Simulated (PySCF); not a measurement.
PySCF input for W(NH)(F)(Cl)3 (Cl3FHNW), SMILES [NH]=[W]([F])([Cl])([Cl])[Cl], multiplicity 1, PBE-D3(BJ)/def2-SVP. Geometry: PBE-D3(BJ)/def2-SVP. The spin state was assumed, not searched. The structure was generated by enumeration; whether it is a known compound was not checked. The def2 effective core potentials stand for the cores of W; spin–orbit coupling is left out.

```python
import numpy as np
from pyscf import gto, scf, dft, df
from pyscf.hessian import thermo

mol = gto.M(
    atom='''
    W     0.18577768   -0.20039147   -0.00000000
    N     0.40889016   -1.94578949   -0.00000002
    H     0.54461459   -2.96416797   -0.00000003
    F     2.02364342    0.14206137   -0.00000000
    Cl   -1.04067100   -0.20679578   -1.92806258
    Cl   -1.04067100   -0.20679581    1.92806257
    Cl    0.00091935    2.18624518    0.00000002
    ''',
    basis='def2-SVP',
    ecp={'W': 'def2-svp'},
    charge=0,
    spin=0,
    max_memory=1600,
    verbose=3,
)
mf = dft.RKS(mol, xc='pbe').density_fit(auxbasis='def2-universal-jkfit')
mf.disp = 'd3bj'
mf.grids.level = 3
mf.conv_tol = 1e-11
mf.max_cycle = 100
mf.kernel()

# [left out here: the lines that compute and print the analytic Hessian (its translational invariance restored by hand, since the grid's response is missing), thermochemistry and intensities]
```

Log of the run:

```
converged SCF energy = -1601.88572138273

WARN: DFTD3 does not support analytical Hessian, using finite difference


WARN: Mole.unit (angstrom) is changed to Bohr

Mode                                 0                   1                   2
Irrep
Freq [cm^-1]                       57.3376             78.8088            140.4307
Reduced mass [au]                   8.4112             13.7756              8.6465
Force const [Dyne/A]                0.0163              0.0504              0.1005
Char temp [K]                      82.4961            113.3884            202.0486
Normal mode                   x     y     z       x     y     z       x     y     z
       0   W                 0.00 -0.00  0.01   -0.01 -0.00 -0.00   -0.03  0.00 -0.00
       1   N                 0.00 -0.00 -0.10   -0.08 -0.01 -0.00    0.08  0.02 -0.00
       2   H                 0.00  0.00 -0.28   -0.20 -0.03 -0.00    0.30  0.05 -0.00
       3   F                 0.00  0.00  0.13   -0.01 -0.03  0.00   -0.04  0.03  0.00
       4  Cl                -0.03  0.03  0.01    0.07  0.02 -0.06    0.04 -0.03 -0.04
       5  Cl                 0.03 -0.03  0.01    0.07  0.02  0.06    0.04 -0.03  0.04
       6  Cl                -0.00  0.00 -0.09   -0.07 -0.01 -0.00    0.08  0.01  0.00
Mode                                 3                   4                   5
Irrep
Freq [cm^-1]                      159.7145            198.4507            223.0944
Reduced mass [au]                  16.9119              9.1699              4.1381
Force const [Dyne/A]                0.2542              0.2128              0.1213
Char temp [K]                     229.7936            285.5264            320.9832
Normal mode                   x     y     z       x     y     z       x     y     z
       0   W                -0.00 -0.00  0.03    0.00  0.03  0.00    0.00 -0.00  0.01
       1   N                 0.00  0.00 -0.03   -0.10  0.02 -0.00    0.00  0.00 -0.16
       2   H                 0.00  0.00 -0.16   -0.28 -0.00 -0.00    0.00  0.00 -0.45
       3   F                -0.00  0.00 -0.15    0.02 -0.05 -0.00    0.00  0.00 -0.03
       4  Cl                 0.04  0.04  0.01   -0.00 -0.08 -0.01    0.01 -0.07 -0.01
       5  Cl                -0.04 -0.04  0.01   -0.00 -0.08  0.01   -0.01  0.07 -0.01
       6  Cl                 0.00  0.00 -0.07    0.02  0.02 -0.00   -0.00 -0.00  0.05
Mode                                 6                   7                   8
Irrep
Freq [cm^-1]                      299.4054            326.2030            391.0489
Reduced mass [au]                   5.9338             35.2904             37.9054
Force const [Dyne/A]                0.3134              2.2125              3.4152
Char temp [K]                     430.7777            469.3335            562.6323
Normal mode                   x     y     z       x     y     z       x     y     z
       0   W                -0.00  0.02  0.00   -0.00 -0.02 -0.00   -0.02  0.01 -0.00
       1   N                 0.10  0.03  0.00    0.01 -0.01 -0.00   -0.02  0.00 -0.00
       2   H                 0.35  0.06 -0.00    0.04 -0.01 -0.00   -0.00  0.01 -0.00
       3   F                 0.04 -0.18 -0.00   -0.01 -0.03 -0.00   -0.01 -0.00  0.00
       4  Cl                -0.00  0.00 -0.00    0.02 -0.00  0.03    0.06 -0.00  0.09
       5  Cl                -0.00  0.00  0.00    0.02 -0.00 -0.03    0.06 -0.00 -0.09
       6  Cl                -0.04 -0.01 -0.00   -0.02  0.15  0.00    0.00 -0.04  0.00
Mode                                 9                  10                  11
Irrep
Freq [cm^-1]                      397.8934            663.9005            695.1489
Reduced mass [au]                  41.2208              4.8705              1.9955
Force const [Dyne/A]                3.8450              1.2648              0.5681
Char temp [K]                     572.4800            955.2051           1000.1645
Normal mode                   x     y     z       x     y     z       x     y     z
       0   W                -0.00  0.00  0.03   -0.01 -0.01 -0.00   -0.02 -0.00  0.00
       1   N                -0.00  0.00  0.03   -0.09 -0.01  0.00    0.13  0.02 -0.00
       2   H                 0.00  0.00  0.00    0.40  0.06 -0.00   -0.68 -0.09  0.00
       3   F                -0.00 -0.00 -0.02    0.18  0.05  0.00    0.11  0.01  0.00
       4  Cl                -0.05  0.00 -0.09    0.00 -0.00 -0.00    0.00  0.00 -0.00
       5  Cl                 0.05 -0.00 -0.09    0.00 -0.00  0.00    0.00  0.00  0.00
       6  Cl                -0.00 -0.00  0.00   -0.00  0.00  0.00    0.00  0.00 -0.00
Mode                                12                  13                  14
Irrep
Freq [cm^-1]                      727.3656            959.3041           3502.1500
Reduced mass [au]                   1.4568              7.5340              1.0851
Force const [Dyne/A]                0.4541              4.0850              7.8416
Char temp [K]                    1046.5172           1380.2251           5038.8141
Normal mode                   x     y     z       x     y     z       x     y     z
       0   W                 0.00  0.00  0.01   -0.00  0.02  0.00   -0.00  0.00  0.00
       1   N                -0.00 -0.00 -0.15    0.03 -0.25 -0.00    0.01 -0.07 -0.00
       2   H                 0.00 -0.00  0.81    0.04 -0.26 -0.00   -0.13  0.95  0.00
       3   F                -0.00  0.00 -0.00    0.01 -0.00 -0.00    0.00  0.00 -0.00
       4  Cl                 0.00 -0.01 -0.00   -0.00 -0.00 -0.00   -0.00  0.00 -0.00
       5  Cl                -0.00  0.01 -0.00   -0.00 -0.00  0.00   -0.00  0.00  0.00
       6  Cl                -0.00 -0.00 -0.01   -0.00  0.01  0.00   -0.00  0.00  0.00
temperature 298.1500 [K]
pressure 101325.00 [Pa]
Rotational constants [GHz] 1.24598 1.18345 0.99936
Symmetry number 1
Zero-point energy (ZPE) 0.02009 [Eh]   52756.851 [J/mol]
                           tot       elec      trans        rot        vib
Entropy [J/mol/K]       404.202      0.000    180.849    124.550     98.802
Cv [J/mol/K]            111.102      0.000     12.472     12.472     86.159
Cp [J/mol/K]            119.417      0.000     20.786     12.472     86.159
Internal energy [J/mol]                      3718.434   3718.434  67978.562
Internal energy [Eh]   -1601.85700  -1601.88572
Enthalpy [J/mol]                             6197.391   3718.434  67978.562
Enthalpy [Eh]          -1601.85605
Gibbs free energy [J/mol]                  -47722.825 -33416.250  38520.662
Gibbs free energy [Eh] -1601.90195
mode   freq/cm-1   IR/(km/mol)
   1       57.34         0.061
   2       78.81         0.060
   3      140.43         0.020
   4      159.71         0.172
   5      198.45         2.008
   6      223.09         1.115
   7      299.41        11.505
   8      326.20        45.033
   9      391.05        15.912
  10      397.89        52.443
  11      663.90         8.750
  12      695.15       154.432
  13      727.37        83.845
  14      959.30       108.454
  15     3502.15       163.046
max |gradient| / (hartree/bohr): 0.0001821667501131286
APT charges: [ 2.2581 -0.7638  0.2807 -0.4848 -0.362  -0.362  -0.5661]
```

The calculation finished and met its thresholds.
